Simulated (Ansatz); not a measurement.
Cartesian coordinates in Å:
```
C -0.766 -1.747 -0.923
C -0.347 -0.741 -0.386
Ti 0.312 0.917 0.506
F -1.026 1.674 1.306
Cl 1.125 2.204 -1.038
Cl 1.836 0.325 1.931
H -1.134 -2.631 -1.396
```

The species carries charge 0 and has multiplicity 1.

List the r2SCAN/def2-TZVPP orbital energies in eV (the Gaussian-basis code of Ansatz). (Best estimate.)

Ansatz gave: Occupied: -4858.35, -2753.83, -2753.83, -666.90, -540.26, -450.38, -450.35, -450.35, -274.11, -273.35, -255.23, -255.23, -193.71, -193.71, -193.67, -193.67, -193.66, -193.66, -65.34, -41.65, -41.31, -41.21, -30.73, -21.46, -21.31, -20.01, -14.53, -12.00, -11.46, -11.43, -10.33, -10.02, -9.95, -9.41, -9.13, -9.08, -8.68, -7.96, -7.90. Lowest empty: -4.42, -4.30, -3.41, -3.24, -2.81, 0.12, 0.16, 0.36.
